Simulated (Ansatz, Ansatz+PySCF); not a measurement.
```xyz
2

Cu    0.0000    0.0000   -1.0269
Cu    0.0000    0.0000    1.0269
```

RHF-MP2 on singlet Cu2 was run in several spherical basis sets with Ansatz (development build ahead of 0.2.0). Frozen core: 10 orbitals.

(1) Rank the basis sets by the total energy that they give, lowest first, with the distance from the lowest.
A. def2-TZVP
B. cc-pVDZ
C. cc-pVTZ
D. def2-SVP
E. 6-31G(d)

Answers

(1) C (0.00 eV), B (12.61 eV), A (14.66 eV), D (44.09 eV), E (51.00 eV).

Totals follow the description of the cores as much as that of the bonds, so this order isn't one of quality for chemistry.
